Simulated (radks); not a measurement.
Sb I, configuration [Kr] 4d10 5s2 5p3 (the NIST ground configuration).

All-electron calculation, Dirac Kohn-Sham, PBEsol, spin-unpolarised, spherical densities, finite nucleus; open shells fill j = l - 1/2 first; Fermi nuclear charge, rms radius 4.6802 fm. Program: a radial shooting solver on a logarithmic mesh with Libxc functionals.

Energy parts (hartree):
| part | energy |
|---|---|
| total | -6480.51239 |
| kinetic | 6837.56551 |
| electron-nucleus | -15739.72863 |
| Hartree | 2589.39695 |
| exchange-correlation | -167.74622 |

Orbitals (lengths in bohr, moments of r in powers of bohr; <r^-3> diverges for s and p1/2; r(max) is where P^2 peaks):
\begin{tabular}{lrrrrrr}
orbital & occ. & eigenvalue (hartree) & <r^4> & <1/r> & <r^-3> & r(max) \\ \hline
1s1/2 & 2 & -1112.295 & 3.129e-06 & 54.30 & - & 0.01835 \\
2s1/2 & 2 & -169.2093 & 0.0005394 & 12.62 & - & 0.1039 \\
2p1/2 & 2 & -158.3296 & 0.0003465 & 12.60 & - & 0.07984 \\
2p3/2 & 4 & -149.0830 & 0.0004100 & 11.70 & 4594 & 0.08446 \\
3s1/2 & 2 & -33.15808 & 0.02384 & 4.473 & - & 0.3003 \\
3p1/2 & 2 & -28.70896 & 0.02299 & 4.384 & - & 0.2866 \\
3p3/2 & 4 & -27.00294 & 0.02621 & 4.162 & 864.6 & 0.2970 \\
3d3/2 & 4 & -19.13744 & 0.02202 & 4.012 & 136.7 & 0.2425 \\
3d5/2 & 6 & -18.78274 & 0.02295 & 3.954 & 127.2 & 0.2455 \\
4s1/2 & 2 & -5.44671 & 0.7443 & 1.771 & - & 0.7229 \\
4p1/2 & 2 & -3.94146 & 0.9675 & 1.657 & - & 0.7458 \\
4p3/2 & 4 & -3.62481 & 1.114 & 1.584 & 160.5 & 0.7705 \\
4d3/2 & 4 & -1.24593 & 2.777 & 1.305 & 18.08 & 0.8421 \\
4d5/2 & 6 & -1.20018 & 2.937 & 1.286 & 16.63 & 0.8514 \\
5s1/2 & 2 & -0.46651 & 51.06 & 0.5826 & - & 1.896 \\
5p1/2 & 2 & -0.18879 & 151.9 & 0.4568 & - & 2.274 \\
5p3/2 & 1 & -0.16637 & 186.7 & 0.4333 & 11.14 & 2.380 \\
\end{tabular}

The highest occupied level is 5p3/2 at -4.527 eV. The electron density at the nucleus is 2.086e+05 e/bohr^3. The density falls to 0.001 e/bohr^3 at r = 4.67 bohr. Summed over all electrons, <r^2> = 61.41 bohr^2, which gives a Langevin (diamagnetic) susceptibility term of -48.6 x 10^-6 cm^3/mol.
